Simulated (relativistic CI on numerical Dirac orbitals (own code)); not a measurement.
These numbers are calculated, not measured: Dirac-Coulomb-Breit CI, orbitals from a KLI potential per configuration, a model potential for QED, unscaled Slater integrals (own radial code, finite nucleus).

The strongest absorption lines from the ground level of an ion, among the configurations computed and to levels below about 341 eV (vacuum wavelength in nm, gf): 4.1903 (0.2), 4.2084 (0.21), 4.2476 (0.83), 4.2771 (0.73), 4.3215 (0.24), 7.1774 (1.8), 7.5440 (1.1), 7.8581 (1.1).

Problem. Which ion is it?
A. Mo XVII
B. Pd XXI
C. Sr XIII
D. Mo XIX

Solution. A. Mo XVII has 26 electrons and the ground level 3s2 3p6 3d8 3F_4; the strongest line goes to 3s2 3p5 3d9 3D°_3. The pattern of lines fixes the number of electrons, and along that sequence the line energies rise steadily with the charge (about as its square where n changes within one kind of shell, about linearly where n is kept but much faster in heavy ions where fine structure, which grows about as Z⁴, sets the gap, and irregularly where shells cross), which fixes Z. Configurations outside the model, such as inner-shell arrays, can give stronger lines. At this charge energies of transitions that change n are usually good to better than 1 %, and those within a shell (Δn = 0) to a few per cent. Terms inside the open d or f shell come out 10 to 20 % too wide with unscaled integrals.

LS names give the leading component of a level, which can be under half, so a name can repeat, a term be missing and a line seem to break the LS rules.
